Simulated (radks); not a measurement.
All-electron atom: Tm15.2+ in [Ar] 3d10 4s2 4p5.8 4d10 4f8 (fractional occupations, a model configuration). Method: Dirac Kohn-Sham, LDA (Slater exchange, Perdew-Wang correlation), spin-unpolarised, spherical densities, point nucleus; open shells are shared between the two j in proportion to 2j + 1; computed with a radial shooting solver on a logarithmic mesh with Libxc functionals.

Radial electron density D(r) = 4 pi r^2 rho(r):

```
   r/bohr * D(r) (the largest magnitude, 124, reaches the edge; | marks zero)
 0.002911 |           *
 0.003761 |                *
 0.004819 |                      *
 0.006225 |                            *
 0.007978 |                                  *
  0.01031 |                                       *
  0.01331 |                                          *
  0.01706 |                                         *
  0.02204 |                                      *
  0.02824 |                                     *
  0.03648 |                                         *
  0.04674 |                                                 *
  0.06038 |                                                      *
  0.07737 |                                                  *
  0.09995 |                                          *
   0.1281 |                                           *
   0.1654 |                                                *
    0.212 |                                          *
   0.2739 |                           *
   0.3509 |                      *
   0.4533 |                          *
   0.5809 |                     *
   0.7504 |          *
   0.9616 |  *
    1.242 |*
    1.592 *
    2.056 *
```

D(r) has 4 maxima, at r = 0.0139, 0.0618, 0.171, 0.464 bohr, and minima at 0.0267, 0.113, 0.334 bohr, inside which lie 2.01, 11.22, 29.80 electrons.
